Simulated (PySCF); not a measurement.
NMR data simulated for an unnamed compound:

1H NMR (300 MHz, computed): δ 5.27 (m, 1H), 5.17 (s, 3H), 4.93 (m, 1H), 3.00 (m, 1H), 2.53 (m, 1H), 2.28 (m, 1H), 2.12 (m, 1H), 1.98 (m, 1H), 1.41 (m, 1H).

13C{1H} NMR (computed): δ 127.8 (C), 28.2 (CH2), 26.2 (CH), 23.6 (CH), 22.7 (CH2).

- σ from GIAO-PBE0/pcSseg-1
- PBE0-D3(BJ)/def2-SVP structure
- run in PySCF
- relativity neglected, single conformer, one averaged value for each set of equivalent atoms, no solvent model

Chemical shifts δ = σref − σ; TMS for 1H (σ = 31.27 ppm), 13C (σ = 184.41 ppm), all at this level.

Which of these does the molecule contain: a non-aromatic C=C double bond, an aldehyde, a nitrile, a methoxy group, a Si–H bond?

Answers


- A non-aromatic C=C double bond: no.
- An aldehyde: no.
- A nitrile: yes (δC 127.8).
- A methoxy group: no.
- A Si–H bond: yes (δH 4.93 (m), 5.27 (m)).

The data belong to `[C@@H]1(C#N)CC[C@@H]1[SiH2]O[SiH3]`, C$_{5}$H$_{11}$NOSi$_{2}$; they needn't prove each group on their own.

Carbon signals by region: 1 in the sp2 and nitrile region (100–160 ppm), 4 below 50 ppm.

Shifts are as computed. Against solution values, carbons near 30 ppm lie about +2 ppm off and those near 130 ppm about +5 ppm. Of 1211 compounds with measured shifts, 218 miss one by over three times the rms of a fit or turn the order of signals round; such compounds aren't used in these exercises. Multiplicities follow the n + 1 count of equivalent neighbours, as no J values were calculated; m marks all less simple cases, F and P coupling included.
